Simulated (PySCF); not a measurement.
C5H6N2Si.
Numbering: `[N:1]#[C:2][SiH2:3][n:4]1[cH:5][cH:6][cH:7][cH:8]1`

Geometry (PBE0-D3(BJ)/def2-SVP, Å), atoms numbered from 1 in this order:
```
atom  x, y, z in Å
N1    -2.464    2.881    0.384
C2    -2.230    1.756    0.227
Si3   -1.840   -0.044   -0.026
N4    -0.104   -0.281   -0.044
C5     0.703   -0.434    1.071
C6     2.014   -0.443    0.666
C7     2.021   -0.281   -0.751
C8     0.715   -0.182   -1.156
H9    -2.421   -0.789    1.116
H10   -2.391   -0.441   -1.344
H11    0.271   -0.530    2.065
H12    2.879   -0.562    1.315
H13    2.894   -0.251   -1.401
H14    0.293   -0.053   -2.151
```

NICS = −σ at a ghost point: NICS(0) at the centroid of the ring atoms, NICS(1) 1 Å to either side along the normal of their mean plane, zz for the tensor component along that normal. Level: GIAO PBE0/pcSseg-1 (PySCF, non-relativistic, gas phase) on the PBE0-D3(BJ)/def2-SVP geometry, one conformer.

Ring bond lengths (Å), with Mayer bond orders in brackets: N4–C5 1.385 (1.08), C5–C6 1.372 (1.56), C6–C7 1.426 (1.32), C7–C8 1.372 (1.56), C8–N4 1.385 (1.08).

Question: Give the NICS values of each ring in ppm.

Answer: 
```csv
ring,type,NICS(0),"NICS(1), two faces","NICS(1)zz, two faces",rms pucker (Å),"centre to ring atoms, mean (Å)"
N4–C5–C6–C7–C8,5-membered ring with N; formal bonds all aromatic,-13.1,-10.9 / -11.2,-28.7 / -29.6,0.00,1.18
```

Question: What do they say, and how far can they be read as aromaticity?

Answer: 
- N4–C5–C6–C7–C8: mean NICS(1)zz -29.2 ppm, shielded, aromatic by this magnetic criterion (flat ring, no four-coordinate atom).

Question: And the bond-length index? Use HOMA with the parameters of Krygowski (1993).

Answer: 
- N4–C5–C6–C7–C8: HOMA 0.80; the largest term is that of C6–C7, α(R − Ropt)² = 0.38. The geometric and the magnetic index point the same way.

Question: Give the inner angles of the rings and the Hirshfeld charges of the ring atoms.

Answer: 
- N4–C5–C6–C7–C8: N4 108.0° (-0.110 e), C5 108.7° (-0.032 e), C6 107.3° (-0.087 e), C7 107.3° (-0.087 e), C8 108.7° (-0.032 e); sum 540.0° against 540° for a flat convex ring.

Question: What are the shieldings of the ring atoms and their hydrogens in the same run (means over atoms taken as equivalent)?

Answer: 
```json
{"atoms": "N4", "environment": "pyrrole-type nitrogen", "σ isotropic (ppm)": "99.7", "principal values of the symmetric part, first atom (ppm)": "17.7, 77.3, 204.2"}
{"atoms": "C5 (×2)", "environment": "aromatic CH next to a ring nitrogen", "σ isotropic (ppm)": "55.5", "principal values of the symmetric part, first atom (ppm)": "-27.1, 61.7, 132.0"}
{"atoms": "C6 (×2)", "environment": "aromatic CH carbon", "σ isotropic (ppm)": "63.8", "principal values of the symmetric part, first atom (ppm)": "-21.1, 54.1, 158.0"}
{"atoms": "H11 (×2)", "environment": "aromatic hydrogen", "σ isotropic (ppm)": "24.47", "principal values of the symmetric part, first atom (ppm)": "20.9, 25.3, 27.1"}
{"atoms": "H12 (×2)", "environment": "aromatic hydrogen", "σ isotropic (ppm)": "24.60", "principal values of the symmetric part, first atom (ppm)": "22.1, 25.0, 26.6"}
```

Question: How do the values depend on the level or the medium?

Answer: 
| level | NICS(0), N4–C5–C6–C7–C8 | mean NICS(1)zz, N4–C5–C6–C7–C8 |
| --- | --- | --- |
| PBE0/pcSseg-1, gas | -13.1 | -29.2 |
| wB97X-D/pcSseg-1, gas | -12.8 | -29.0 |

The geometry is the same throughout.
